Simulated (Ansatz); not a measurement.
Two isomers of C3H8Si2: A = `C#CC([SiH3])[SiH3]`, B = `[SiH3]C=C=C[SiH3]`.

Calculated with Ansatz (gas phase, PBE0-D4/def2-TZVP geometries, no zero-point term in ΔE). CCSD(T)/CBS adds triple-zeta CCSD(T) − MP2 to the extrapolated MP2 energy (def2 sets, frozen cores). DFT in def2-TZVPP.

A:

```xyz
13

C    -1.6829    1.9133    0.4913
C    -1.1153    0.8604    0.3642
C    -0.3803   -0.3669    0.1866
Si    0.0203   -0.6140   -1.6461
Si    1.1797   -0.3403    1.2570
H    -2.1970    2.8372    0.6091
H    -0.9819   -1.2268    0.5081
H    -1.2348   -0.6373   -2.4380
H     0.7368   -1.9064   -1.8148
H     0.8878    0.4957   -2.1130
H     2.0607    0.7686    0.8140
H     0.8106   -0.1493    2.6819
H     1.8964   -1.6341    1.0998
```

B:

```xyz
13

Si   -1.378    2.007   -0.693
C    -0.271    1.331    0.639
C    -0.089    0.050    0.774
C     0.101   -1.236    0.846
Si    1.470   -2.058   -0.107
H    -2.497    2.785   -0.096
H    -0.614    2.921   -1.584
H    -1.923    0.876   -1.484
H     0.237    2.007    1.324
H    -0.560   -1.828    1.477
H     2.196   -1.028   -0.890
H     2.413   -2.739    0.821
H     0.913   -3.087   -1.026
```

Task: Which is lower in electronic energy at CCSD(T)/CBS, and by how much? (Estimate.)

Result: Computed: B, by 4.9 kcal/mol.

Task: Give E(B) − E(A) in kcal/mol with r2SCAN-D4, PBE-D4, HF/def2-TZVPP, PBE0-D4, MP2/def2-TZVPP, ωB97M-V, CCSD(T)/def2-TZVPP. (An estimate is asked.)

Result: Computed: r2SCAN-D4 -9.9, PBE-D4 -9.9, HF/def2-TZVPP -7.8, PBE0-D4 -8.6, MP2/def2-TZVPP -2.4, ωB97M-V -6.6, CCSD(T)/def2-TZVPP -5.2. None reverses the order clearly.

Largest T1 diagnostic: 0.013.

From PBE to PBE0 (25 % exact exchange), in def2-TZVPP and without D4, E(B) − E(A) moves by +1.4 kcal/mol. The D4 term adds +1.3 kcal/mol with B3LYP and +0.7 kcal/mol with PBE0; it sums over pairs of atoms, weighted by their polarisabilities, and B3LYP, whose exchange is more repulsive, gets the larger term.

B3LYP here is the variant with VWN-RPA as its local correlation; programs differ in this.
